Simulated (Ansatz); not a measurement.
Frontier orbitals of `ClC(Cl)(Cl)Br`.

Total charge 0; spin multiplicity 1. Correlated methods include outer-core shells of Br, which these sets cover unevenly. Scalar relativity is left out up to krypton. The geometry is a stationary point of PBE0-D4/def2-TZVP. Basis def2-TZVPP, Ansatz 0.2.0.

Orbital energies of one run (eV). Highest occupied ones, from the top: -9.81, -9.81, -10.37, -10.83, -11.07, -11.07, -11.97, -11.97, -15.07, -15.45, -15.45, -19.37, -24.76, -26.39. Empty: -0.77, 0.70, 1.27, 1.27, 3.98, 5.88.

Task: Which functional gave them?
A. PBE0
B. LC-ωPBE
C. BHLYP
D. r2SCANh

Result: C. HOMO energies: BHLYP -9.81, LC-ωPBE -11.41, PBE0 -8.61, r2SCANh -8.10 eV.

LC-ωPBE has ω = 0.4 bohr⁻¹.
